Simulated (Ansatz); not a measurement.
Basis-set extrapolation for CH₅FS₂Si (`FC([SiH3])SS`) (PBE0-D4/def2-TZVP geometry, frozen core, Ansatz). Multiplicity 1, RHF reference.

|  | def2-TZVPP | def2-QZVPP |
| --- | --- | --- |
| HF | -1224.287168 | -1224.325033 |
| MP2 correlation | -0.897341 | -0.974872 |
| CCSD(T) correlation | -0.995348 | not run |

Energies in hartree. Use E(X) = E(∞) + A·exp(−7.88·√X) for Hartree–Fock and E(X) = E(∞) + B·X^(−2.97) for correlation, with X = 3 and 4, and add CCSD(T) minus MP2 of the smaller set to the MP2 limit.

What is the CCSD(T) energy at the basis-set limit?

HF limit: -1224.325033 + (-0.037865) × 0.13774 = -1224.33025. MP2 limit: -0.974872 + (-0.077531) × 0.74074 = -1.03230. Higher-order term: -0.995348 − (-0.897341) = -0.09801. Total: -1225.46056 hartree, 467.5 kJ/mol below CCSD(T)/def2-TZVPP.
